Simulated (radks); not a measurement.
Task: All-electron atom: Hg15+ in [Kr] 4d10 4f14 5s2 5p3. All-electron calculation, Dirac Kohn-Sham, LDA (Slater exchange, Perdew-Wang correlation), spin-unpolarised, spherical densities, finite nucleus; open shells fill j = l - 1/2 first; Fermi nuclear charge, rms radius 5.4648 fm. Program: a radial shooting solver on a logarithmic mesh with Libxc functionals. Some entries of the table are withheld. Estimate them.

| orbital | occ. | eigenvalue (eV) | <r^2> (bohr^2) | r(max) (bohr) |
|---|---|---|---|---|
| 1s1/2 | 2 | -83247.64 | 0.0003815 | 0.01023 |
| 2s1/2 | 2 | -15003.81 | 0.005746 | 0.05941 |
| 2p1/2 | 2 | -14418.25 | 0.004055 | 0.04362 |
| 2p3/2 | 4 | -12472.27 | 0.005240 | 0.05111 |
| 3s1/2 | 2 | (1) | 0.03728 | 0.1671 |
| 3p1/2 | 2 | -3528.771 | 0.03392 | 0.1558 |
| 3p3/2 | 4 | -3097.398 | 0.04030 | 0.1710 |
| 3d3/2 | 4 | -2654.568 | 0.03082 | 0.1329 |
| 3d5/2 | 6 | -2561.957 | 0.03256 | 0.1370 |
| 4s1/2 | 2 | -1070.062 | 0.1794 | 0.3760 |
| 4p1/2 | 2 | (2) | 0.1823 | 0.3737 |
| 4p3/2 | 4 | (3) | 0.2140 | 0.4048 |
| 4d3/2 | 4 | -663.0606 | 0.2230 | 0.3965 |
| 4d5/2 | 6 | -643.3363 | 0.2339 | 0.4060 |
| 5s1/2 | 2 | -401.7835 | (4) | 0.8026 |
| 4f5/2 | 6 | -400.4005 | 0.2568 | 0.3608 |
| 4f7/2 | 8 | -396.0111 | 0.2629 | 0.3652 |
| 5p1/2 | 2 | -359.9541 | 0.8609 | 0.8334 |
| 5p3/2 | 1 | -335.4581 | 0.9797 | 0.8946 |
| 5d3/2 | 0 | -270.3495 | 1.194 | 0.9763 |
| 5d5/2 | 0 | -266.1055 | 1.234 | 0.9947 |
| 6s1/2 | 0 | -210.8623 | 2.509 | 1.514 |

Result: 
(1) 3s1/2 eigenvalue (eV): -3794.272
(2) 4p1/2 eigenvalue (eV): -955.8386
(3) 4p3/2 eigenvalue (eV): -850.8159
(4) 5s1/2 <r^2> (bohr^2): 0.7870
